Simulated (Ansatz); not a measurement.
Two isomers of C2H10Si3: A = `[SiH3]CC1[SiH2][SiH2]1`, B = `C=C([SiH3])[SiH2][SiH3]`.

Isolated molecules relaxed with PBE0-D4/def2-TZVP in Ansatz; ΔE leaves out vibrations. CCSD(T)/CBS is the MP2 limit (def2-TZVPP, def2-QZVPP) plus CCSD(T) − MP2 in def2-TZVPP, frozen cores. Functionals use def2-TZVPP. Each species was taken in one conformer, which may not be the lowest.

**Question.** Which is lower in electronic energy at CCSD(T)/CBS, and by how much? (Estimate.)

**Answer.** The calculation gave: B, by 47.0 kJ/mol.

**Question.** Give E(B) − E(A) in kJ/mol with MP2/def2-TZVPP, HF/def2-TZVPP, B2PLYP, CCSD(T)/def2-TZVPP, r2SCAN-D4, PBE0-D4, CCSD/def2-TZVPP. (An estimate is asked.)

**Answer.** Ansatz gave: MP2/def2-TZVPP -38.6, HF/def2-TZVPP -84.0, B2PLYP -52.5, CCSD(T)/def2-TZVPP -49.4, r2SCAN-D4 -35.2, PBE0-D4 -30.4, CCSD/def2-TZVPP -51.9. None reverses the order clearly.

Largest T1 diagnostic: 0.013.

In def2-TZVPP, CCSD(T) changes the Hartree–Fock value by +34.5 kJ/mol (the triples alone add +2.5 kJ/mol) and MP2 by +45.3 kJ/mol.
